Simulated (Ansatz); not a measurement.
Ansatz (an electronic-structure program) input (B3LYP-D3(BJ)/def2-TZVP):

Ansatz 0.2 input:
```yaml
crystal:
  periodic: [false, false, false]
  atoms:
    - {symbol: C, position_ang: [-2.21653888, -0.07656247, -0.05631835]}
    - {symbol: C, position_ang: [-0.73395441, -0.15614238, 0.10388420]}
    - {symbol: C, position_ang: [-0.00797173, -0.97803240, 0.91582098]}
    - {symbol: C, position_ang: [1.41478801, -0.79456615, 0.82612956]}
    - {symbol: C, position_ang: [1.68639938, 0.17654419, -0.06797626]}
    - {symbol: S, position_ang: [0.33071720, 0.88891058, -0.81368150]}
    - {symbol: H, position_ang: [-2.60284328, 0.91101247, 0.20531910]}
    - {symbol: H, position_ang: [-2.69087305, -0.80689452, 0.60050035]}
    - {symbol: H, position_ang: [-2.52857337, -0.29345511, -1.08032108]}
    - {symbol: H, position_ang: [-0.46832377, -1.70586370, 1.57110457]}
    - {symbol: H, position_ang: [2.14280402, -1.35481308, 1.39306031]}
basis:
  gaussian:
    orbitals: def2-TZVP
hamiltonian:
  xc: b3lyp
  dispersion: d3bj
magnetization: {spin_polarized: true, initial_magnetization: 1}
phonons: {temperatures: {t_min: 298.15, t_max: 298.15, t_step: 100}}
```

Output:

```
Functional definition: B3LYP
integrals: 0.16 GiB planned
1391 factors; their error is unknown
mean field: 1.90 GiB planned
mean field evaluation 1: about -16086.1882 eV, gradient 5.7e1 eV
mean field evaluation 2: about -16049.3520 eV, gradient 1.0e2 eV
mean field evaluation 4: about -16101.1642 eV, gradient 1.2e1 eV
mean field evaluation 8: about -16101.8701 eV, gradient 1.6e-1 eV
mean field evaluation 16: about -16101.8790 eV, gradient 3.9e-3 eV
mean field evaluation 32: about -16101.8790 eV, gradient 2.9e-5 eV
mean field -16101.87900614 eV, -591.7331392299 hartree, gradient 2.9e-5 eV, S^2 0.759902; 1 other end points of the search recorded, 0 dependent functions left out
the calculation of the forces begins
reference -16101.87927500 eV, -591.7331491104 hartree; 26, 25 occupied and 196, 197 virtual orbitals, 1391 factors
these checks for a lower state are left out or cut short: stability, starts, cluster_reference, orbital_swaps, neighbouring_geometries, increment
integrals: 0.16 GiB planned
1391 factors; their error is unknown
mean field: 1.90 GiB planned
mean field -16101.87883658 eV, -591.7331329990 hartree, gradient 3.2e-6 eV, S^2 0.759898; 0 other end points of the search recorded, 0 dependent functions left out
the calculation of the forces begins
reference -16101.87910540 eV, -591.7331428780 hartree; 26, 25 occupied and 196, 197 virtual orbitals, 1391 factors
these checks for a lower state are left out or cut short: stability, starts, cluster_reference, orbital_swaps, neighbouring_geometries, increment
integrals: 0.16 GiB planned
1391 factors; their error is unknown
mean field: 1.90 GiB planned
mean field -16101.87883306 eV, -591.7331328694 hartree, gradient 3.1e-6 eV, S^2 0.759906; 0 other end points of the search recorded, 0 dependent functions left out
the calculation of the forces begins
reference -16101.87910196 eV, -591.7331427514 hartree; 26, 25 occupied and 196, 197 virtual orbitals, 1391 factors
these checks for a lower state are left out or cut short: stability, starts, cluster_reference, orbital_swaps, neighbouring_geometries, increment
integrals: 0.16 GiB planned
1391 factors; their error is unknown
mean field: 1.90 GiB planned
mean field -16101.87881032 eV, -591.7331320337 hartree, gradient 2.0e-6 eV, S^2 0.759904; 0 other end points of the search recorded, 0 dependent functions left out
the calculation of the forces begins
reference -16101.87907925 eV, -591.7331419166 hartree; 26, 25 occupied and 196, 197 virtual orbitals, 1391 factors
these checks for a lower state are left out or cut short: stability, starts, cluster_reference, orbital_swaps, neighbouring_geometries, increment
integrals: 0.16 GiB planned
1391 factors; their error is unknown
mean field: 1.90 GiB planned
mean field -16101.87889405 eV, -591.7331351107 hartree, gradient 2.0e-6 eV, S^2 0.759900; 0 other end points of the search recorded, 0 dependent functions left out
the calculation of the forces begins
reference -16101.87916284 eV, -591.7331449888 hartree; 26, 25 occupied and 196, 197 virtual orbitals, 1391 factors
these checks for a lower state are left out or cut short: stability, starts, cluster_reference, orbital_swaps, neighbouring_geometries, increment
integrals: 0.16 GiB planned
1391 factors; their error is unknown
mean field: 1.90 GiB planned
mean field evaluation 64: about -16101.8703 eV, gradient 5.0e-4 eV
mean field -16101.87884263 eV, -591.7331332213 hartree, gradient 2.7e-6 eV, S^2 0.759913; 0 other end points of the search recorded, 0 dependent functions left out
the calculation of the forces begins
reference -16101.87911151 eV, -591.7331431023 hartree; 26, 25 occupied and 196, 197 virtual orbitals, 1391 factors
these checks for a lower state are left out or cut short: stability, starts, cluster_reference, orbital_swaps, neighbouring_geometries, increment
[...]
1391 factors; their error is unknown
mean field: 1.91 GiB planned
mean field -16101.87899078 eV, -591.7331386655 hartree, gradient 2.0e-6 eV, S^2 0.759902; 0 other end points of the search recorded, 0 dependent functions left out
the calculation of the forces begins
reference -16101.87925965 eV, -591.7331485463 hartree; 26, 25 occupied and 196, 197 virtual orbitals, 1391 factors
these checks for a lower state are left out or cut short: stability, starts, cluster_reference, orbital_swaps, neighbouring_geometries, increment
integrals: 0.16 GiB planned
1391 factors; their error is unknown
mean field: 1.90 GiB planned
mean field -16101.87898368 eV, -591.7331384046 hartree, gradient 3.2e-6 eV, S^2 0.759903; 0 other end points of the search recorded, 0 dependent functions left out
the calculation of the forces begins
reference -16101.87925253 eV, -591.7331482848 hartree; 26, 25 occupied and 196, 197 virtual orbitals, 1391 factors
these checks for a lower state are left out or cut short: stability, starts, cluster_reference, orbital_swaps, neighbouring_geometries, increment
integrals: 0.16 GiB planned
1391 factors; their error is unknown
mean field: 1.90 GiB planned
mean field evaluation 256: about -16101.8704 eV, gradient 3.3e-4 eV
mean field -16101.87890996 eV, -591.7331356955 hartree, gradient 3.1e-6 eV, S^2 0.759902; 0 other end points of the search recorded, 0 dependent functions left out
the calculation of the forces begins
reference -16101.87917878 eV, -591.7331455745 hartree; 26, 25 occupied and 196, 197 virtual orbitals, 1391 factors
these checks for a lower state are left out or cut short: stability, starts, cluster_reference, orbital_swaps, neighbouring_geometries, increment
integrals: 0.16 GiB planned
1391 factors; their error is unknown
mean field: 1.90 GiB planned
mean field -16101.87892943 eV, -591.7331364111 hartree, gradient 3.1e-6 eV, S^2 0.759902; 0 other end points of the search recorded, 0 dependent functions left out
the calculation of the forces begins
reference -16101.87919833 eV, -591.7331462930 hartree; 26, 25 occupied and 196, 197 virtual orbitals, 1391 factors
these checks for a lower state are left out or cut short: stability, starts, cluster_reference, orbital_swaps, neighbouring_geometries, increment
integrals: 0.16 GiB planned
1391 factors; their error is unknown
mean field: 1.90 GiB planned
mean field -16101.87895728 eV, -591.7331374346 hartree, gradient 3.2e-6 eV, S^2 0.759902; 0 other end points of the search recorded, 0 dependent functions left out
the calculation of the forces begins
reference -16101.87922611 eV, -591.7331473138 hartree; 26, 25 occupied and 196, 197 virtual orbitals, 1391 factors
these checks for a lower state are left out or cut short: stability, starts, cluster_reference, orbital_swaps, neighbouring_geometries, increment
integrals: 0.16 GiB planned
1391 factors; their error is unknown
mean field: 1.91 GiB planned
mean field -16101.87900982 eV, -591.7331393653 hartree, gradient 3.2e-6 eV, S^2 0.759902; 0 other end points of the search recorded, 0 dependent functions left out
the calculation of the forces begins
reference -16101.87927872 eV, -591.7331492470 hartree; 26, 25 occupied and 196, 197 virtual orbitals, 1391 factors
these checks for a lower state are left out or cut short: stability, starts, cluster_reference, orbital_swaps, neighbouring_geometries, increment
integrals: 0.16 GiB planned
1391 factors; their error is unknown
mean field: 1.90 GiB planned
mean field evaluation 288: about -16101.8789 eV, gradient 3.5e-4 eV
mean field -16101.87887599 eV, -591.7331344471 hartree, gradient 3.2e-6 eV, S^2 0.759902; 0 other end points of the search recorded, 0 dependent functions left out
the calculation of the forces begins
reference -16101.87914481 eV, -591.7331443262 hartree; 26, 25 occupied and 196, 197 virtual orbitals, 1391 factors
these checks for a lower state are left out or cut short: stability, starts, cluster_reference, orbital_swaps, neighbouring_geometries, increment
integrals: 0.16 GiB planned
1391 factors; their error is unknown
mean field: 1.90 GiB planned
mean field -16101.87895191 eV, -591.7331372371 hartree, gradient 3.1e-6 eV, S^2 0.759902; 0 other end points of the search recorded, 0 dependent functions left out
the calculation of the forces begins
reference -16101.87922081 eV, -591.7331471189 hartree; 26, 25 occupied and 196, 197 virtual orbitals, 1391 factors
these checks for a lower state are left out or cut short: stability, starts, cluster_reference, orbital_swaps, neighbouring_geometries, increment
integrals: 0.16 GiB planned
1391 factors; their error is unknown
mean field: 1.90 GiB planned
mean field -16101.87898595 eV, -591.7331384880 hartree, gradient 1.9e-6 eV, S^2 0.759901; 0 other end points of the search recorded, 0 dependent functions left out
the calculation of the forces begins
reference -16101.87925480 eV, -591.7331483682 hartree; 26, 25 occupied and 196, 197 virtual orbitals, 1391 factors
these checks for a lower state are left out or cut short: stability, starts, cluster_reference, orbital_swaps, neighbouring_geometries, increment
integrals: 0.16 GiB planned
1391 factors; their error is unknown
mean field: 1.90 GiB planned
mean field -16101.87898751 eV, -591.7331385454 hartree, gradient 2.0e-6 eV, S^2 0.759903; 0 other end points of the search recorded, 0 dependent functions left out
the calculation of the forces begins
reference -16101.87925638 eV, -591.7331484262 hartree; 26, 25 occupied and 196, 197 virtual orbitals, 1391 factors
these checks for a lower state are left out or cut short: stability, starts, cluster_reference, orbital_swaps, neighbouring_geometries, increment
integrals: 0.16 GiB planned
1391 factors; their error is unknown
mean field: 1.90 GiB planned
mean field evaluation 320: about -16101.8789 eV, gradient 2.9e-6 eV
mean field -16101.87891618 eV, -591.7331359241 hartree, gradient 3.2e-6 eV, S^2 0.759900; 0 other end points of the search recorded, 0 dependent functions left out
the calculation of the forces begins
reference -16101.87918500 eV, -591.7331458031 hartree; 26, 25 occupied and 196, 197 virtual orbitals, 1391 factors
these checks for a lower state are left out or cut short: stability, starts, cluster_reference, orbital_swaps, neighbouring_geometries, increment
integrals: 0.16 GiB planned
1391 factors; their error is unknown
mean field: 1.90 GiB planned
mean field -16101.87896118 eV, -591.7331375777 hartree, gradient 3.1e-6 eV, S^2 0.759904; 0 other end points of the search recorded, 0 dependent functions left out
the calculation of the forces begins
reference -16101.87923008 eV, -591.7331474598 hartree; 26, 25 occupied and 196, 197 virtual orbitals, 1391 factors
these checks for a lower state are left out or cut short: stability, starts, cluster_reference, orbital_swaps, neighbouring_geometries, increment
integrals: 0.16 GiB planned
1391 factors; their error is unknown
mean field: 1.90 GiB planned
mean field -16101.87899147 eV, -591.7331386911 hartree, gradient 2.2e-6 eV, S^2 0.759902; 0 other end points of the search recorded, 0 dependent functions left out
the calculation of the forces begins
reference -16101.87926038 eV, -591.7331485732 hartree; 26, 25 occupied and 196, 197 virtual orbitals, 1391 factors
these checks for a lower state are left out or cut short: stability, starts, cluster_reference, orbital_swaps, neighbouring_geometries, increment
integrals: 0.16 GiB planned
1391 factors; their error is unknown
mean field: 1.90 GiB planned
mean field -16101.87895700 eV, -591.7331374242 hartree, gradient 2.2e-6 eV, S^2 0.759902; 0 other end points of the search recorded, 0 dependent functions left out
the calculation of the forces begins
reference -16101.87922582 eV, -591.7331473031 hartree; 26, 25 occupied and 196, 197 virtual orbitals, 1391 factors
Total energy: -16102.40706901 eV, -591.7525451826 hartree
Atom 0 at    -2.216539    -0.076562    -0.056318 Å, force     0.000587    -0.000118     0.000145 eV/Å
Atom 1 at    -0.733954    -0.156142     0.103884 Å, force    -0.000787    -0.000609     0.000525 eV/Å
Atom 2 at    -0.007972    -0.978032     0.915821 Å, force     0.001027     0.000195    -0.000123 eV/Å
Atom 3 at     1.414788    -0.794566     0.826130 Å, force    -0.000184     0.000063    -0.000070 eV/Å
Atom 4 at     1.686399     0.176544    -0.067976 Å, force    -0.000475    -0.000302     0.000256 eV/Å
Atom 5 at     0.330717     0.888911    -0.813681 Å, force     0.000835     0.000349    -0.000279 eV/Å
Atom 6 at    -2.602843     0.911012     0.205319 Å, force    -0.000337     0.000377    -0.000017 eV/Å
Atom 7 at    -2.690873    -0.806895     0.600500 Å, force     0.000023    -0.000233     0.000219 eV/Å
Atom 8 at    -2.528573    -0.293455    -1.080321 Å, force    -0.000315     0.000023    -0.000395 eV/Å
Atom 9 at    -0.468324    -1.705864     1.571105 Å, force     0.000095     0.000160    -0.000144 eV/Å
Atom 10 at     2.142804    -1.354813     1.393060 Å, force    -0.000470     0.000095    -0.000116 eV/Å
Dipole moment:    -0.282990    -0.130709     0.106109 e Å
Vibrations: 98.46 210.29 302.62 413.51 522.55 550.58 639.17 733.46 763.53 844.84 856.87 983.44 1052.19 1062.74 1149.93 1225.26 1307.66 1416.85 1461.15 1474.90 1494.95 1589.50 3029.66 3077.74 3102.54 3188.99 3221.36 cm⁻¹, zero-point energy 2.217751 eV
```

It need not be the lowest isomer of its formula.
